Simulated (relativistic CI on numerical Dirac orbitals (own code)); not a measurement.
# Line list: Electric-dipole lines, As XVIII

These numbers are calculated, not measured: Dirac-Coulomb-Breit CI, separate exchange-only KLI orbitals for each configuration, QED by a radiative potential, unscaled Slater integrals (own radial code, finite nucleus).

Configurations in the expansion (outside the closed core [Ne]): 3s2.3p4, 3s.3p5, 3s2.3p3.3d, 3p6, 3s.3p4.3d, 3p5.3d, 3s.3p3.3d2, 3s2.3p3.4s, 3s2.3p2.3d.4p, 3p5.4s, 3s2.3p3.4p, 3p5.4p, 3s.3p3.3d.4s, 3s2.3p3.4d, 3s.3p4.4s, 3s2.3p3.4f, 3s.3p4.4p, 3p4.3d.4p, 3s.3p4.4d, 3s.3p4.4f, 3s2.3p3.5s, 3s2.3p3.5p, 3s2.3p2.4s.4p, 3s2.3p3.5d, 3s2.3p3.5f, 3s2.3p3.5g, 3s.3p3.4s2, 3s.3p4.5s, 3s.3p4.5p, 3s2.3p2.3d2, 3s2.3p.3d3, 3s.3p2.3d3, 3s2.3p.3d2.4s, 3s2.3p.3d2.4p, 3s2.3p.3d2.4d, 3p4.3d2, 3p3.3d3, 3p3.3d2.4s, 3p3.3d2.4p, 3p3.3d2.4d, 3s2.3p2.3d.4s, 3s.3p2.3d2.4s, 3s2.3p.3d.4s2, 3s2.3p.3d.4s.4p, 3s2.3p.3d.4s.4d, 3p4.3d.4s, 3p3.3d.4s2, 3p3.3d.4s.4p, 3p3.3d.4s.4d, 3s2.3p2.4s2, 3s.3p2.3d.4s2, 3s2.3p.4s2.4p, 3s2.3p.4s2.4d, 3s2.3p2.4p2, 3s2.3p.3d.4p2, 3s.3p2.3d.4p2, 3s2.3p.4s.4p2, 3s2.3p.4p3, 3s2.3p.4p2.4d. Double excitations out of closed p, d and f shells are left out; levels of such configurations are missing from the list, as are those of other unlisted configurations, and high levels can miss mixing partners. These lack a partner that the ground configuration has and come out too high: 3s2.3p3.4f, 3s.3p4.4p, 3s.3p4.4d, 3s.3p4.4f, 3s2.3p3.5s.

```
λ vac (Å)                  Lower                   Upper   A (s⁻¹)  log gf  S velocity/length
   116.71       3s2.3p4 3P_2 [1]   3s2.3p3.3d 3D°_3 [40]  1.49e+11    0.33               1.01
   116.82       3s.3p5 3P°_2 [6]     3s.3p4.3d 3D_3 [99]  1.63e+11    0.37               1.01
   117.28       3s2.3p4 3P_0 [2]   3s2.3p3.3d 3D°_1 [44]  1.06e+11   -0.18               1.01
   117.69       3s.3p5 3P°_1 [7]    3s.3p4.3d 3D_2 [109]  7.10e+10   -0.13               0.99
   117.76       3s.3p5 3P°_2 [6]     3s.3p4.3d 3P_2 [96]  1.27e+11    0.12               0.94
   117.89       3s2.3p4 1D_2 [4]   3s2.3p3.3d 1F°_3 [46]  2.34e+11    0.53               1.03
   118.80       3s2.3p4 3P_2 [1]   3s2.3p3.3d 3D°_3 [39]  7.01e+10    0.02               1.02
   118.85       3s2.3p4 3P_1 [3]   3s2.3p3.3d 3D°_1 [44]  1.08e+11   -0.16               0.99
   119.08  3s2.3p3.3d 5D°_3 [12]  3s2.3p2.3d2 5D_2 [141]  9.25e+10   -0.01               0.88
   119.48  3s2.3p3.3d 5D°_4 [14]  3s2.3p2.3d2 5P_3 [144]  1.73e+11    0.41               0.79
   119.92       3s2.3p4 1D_2 [4]   3s2.3p3.3d 1D°_2 [45]  1.48e+11    0.20               0.94
   120.30  3s2.3p3.3d 3G°_5 [24]  3s2.3p2.3d2 3G_5 [177]  1.50e+11    0.55               0.97
   120.31  3s2.3p3.3d 5D°_3 [12]  3s2.3p2.3d2 5D_3 [136]  1.48e+11    0.35               0.91
   120.70       3s2.3p4 3P_1 [3]   3s2.3p3.3d 3D°_2 [43]  1.50e+11    0.21               1.00
   120.78       3s2.3p4 3P_2 [1]   3s2.3p3.3d 3P°_2 [37]  1.33e+11    0.16               0.99
   121.00       3s2.3p4 3P_2 [1]   3s2.3p3.3d 3P°_1 [36]  1.57e+11    0.02               0.96
   121.10  3s2.3p3.3d 5D°_4 [14]  3s2.3p2.3d2 5D_4 [137]  1.85e+11    0.56               0.94
   121.54  3s2.3p3.3d 3D°_3 [16]  3s2.3p2.3d2 3D_2 [155]  1.11e+11    0.09               0.84
   121.72  3s2.3p3.3d 5D°_2 [10]  3s2.3p2.3d2 5P_2 [134]  8.08e+10   -0.05               0.80
   121.96       3s2.3p4 1S_0 [5]   3s2.3p3.3d 1P°_1 [47]  1.85e+11    0.09               0.98
   123.86       3s.3p5 3P°_2 [6]     3s.3p4.3d 3S_1 [86]  1.02e+11   -0.15               0.98
   125.73       3s2.3p4 3P_2 [1]   3s2.3p3.3d 3P°_2 [35]  3.86e+10   -0.34               0.98
   126.75  3s2.3p3.3d 3G°_5 [24]  3s2.3p2.3d2 3H_6 [164]  6.65e+10    0.32               1.02
   126.80  3s2.3p3.3d 3F°_4 [33]  3s2.3p2.3d2 3D_3 [188]  1.23e+11    0.32               0.76
   127.43  3s2.3p3.3d 3D°_3 [40]  3s2.3p2.3d2 3F_4 [214]  1.46e+11    0.50               0.95
   127.66  3s2.3p3.3d 1F°_3 [46]  3s2.3p2.3d2 1G_4 [241]  2.72e+11    0.78               0.99
   128.10  3s2.3p3.3d 3D°_2 [43]  3s2.3p2.3d2 3F_3 [221]  1.66e+11    0.46               0.94
   132.40       3s2.3p4 1D_2 [4]   3s2.3p3.3d 3S°_1 [38]  8.38e+10   -0.18               0.95
   133.88  3s2.3p3.3d 3G°_5 [24]  3s2.3p2.3d2 3F_4 [148]  7.25e+10    0.24               0.84
   133.90  3s2.3p3.3d 5D°_4 [14]  3s2.3p2.3d2 5F_5 [116]  4.40e+10    0.11               0.98
```

Terms are leading LS components. Brackets give the number of a level in order of energy, since labels repeat. The list gives strong lines, with weight on those to low levels, among the lowest 400 of 8860 levels, so that lines to higher ones, which can be the strongest, are missing. Levels whose partners in the same complex of configurations lie outside the list can be far off, and so can their lines. Rates are taken at the computed energies, electric ones in the length gauge. A velocity-to-length ratio far from 1 marks an uncertain rate.

At this charge energies of transitions that change n are usually good to better than 1 %, and those within a shell (Δn = 0) to a few per cent.

LS names give the leading component of a level, which can be under half, so a name can repeat, a term be missing and a line seem to break the LS rules.
